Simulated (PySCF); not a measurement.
# NMR data sheet: C4H4F2O3

```yaml
Formula: C4H4F2O3
SMILES: O=C1OCCC(F)(F)O1
Point_group_of_the_computed_structure: C1
Degrees_of_unsaturation: 2
Carbon_signals: 4
Proton_signals: 2
```

Atoms are numbered as in `[O:1]=[C:2]1[O:3][CH2:4][CH2:5][C:6]([F:7])([F:8])[O:9]1`. Each H is labelled by its parent atom.

[PySCF 2.14: GFN2-xTB structure; σ from GIAO-PBE0/pcSseg-1; fast rotation and ring inversion assumed for equivalent nuclei; one conformer; non-relativistic; isolated molecule]

Referencing at the same level of theory: $^{1}$H and $^{13}$C vs TMS; CFCl3 for $^{19}$F; $^{17}$O against H2O.

| carbon | δC, type | δH (multiplicity) | HMBC from (2–3 bonds) | span of the C tensor (ppm) |
| --- | --- | --- | --- | --- |
| C2 | 146.4, C | – | H(C4) | 188 |
| C4 | 65.2, CH2 | 4.56 (m) | H(C5) | 74 |
| C5 | 33.6, CH2 | 2.25 (m) | H(C4) | 19 |
| C6 | 129.1, C | – | H(C4), H(C5) | 21 |

Other nuclei:
```
atoms   nucleus              environment  δ (ppm)  σ (ppm)
F7/F8  $^{19}$F  fluorine of a CF2 group    -81.1    252.0
   O1  $^{17}$O    ester carbonyl oxygen    343.0     -6.9
   O9  $^{17}$O      ester alkoxy oxygen    223.5    112.6
   O3  $^{17}$O      ester alkoxy oxygen    146.3    189.8
```

- Carbon types of the structure: 2 × C, 2 × CH2, which accounts for all hydrogens.
- δC 146.4: carbonate carbon; it is a carbonyl in resonance with an O or N lone pair, the region of acids, esters and amides.
- δC 129.1: fully substituted sp3 carbon bonded to 2 F and O; 3 electronegative neighbours deshield it.
- δC 65.2: sp3 CH2 bonded to O; deshielded by the electronegative neighbour.
- δC 33.6: sp3 CH2 in a ring; aliphatic region, no heteroatom directly attached.
- δH 4.56: hydrogen on an sp3 CH2 bonded to O; its carbon carries O, an electronegative neighbour.

Splittings by $^{19}$F in the carbon and heteronuclear signals aren't shown, as no couplings were computed. Shifts are as computed. Against solution values, carbons near 30 ppm lie about +3 ppm off and those near 130 ppm about +5 ppm. Of 1211 compounds with measured shifts, 218 miss one by over three times the rms of a fit or turn the order of signals round; such compounds aren't used in these exercises. Unscaled 19F shifts against computed CFCl3 carry errors that often reach 10 to 50 ppm. Unscaled 17O shifts of doubly bonded oxygen tend to come out too high, by tens of ppm or more. Experimental scales use liquid or dissolved standards, which lie at an offset from isolated H2O (liquid H2O: subtract about 36 ppm). No couplings were computed; multiplicities are counted from neighbouring protons, with m where these are inequivalent, close in shift, in a saturated or five-membered ring or joined by F or P, and br s for small geminal =CH2 splittings.
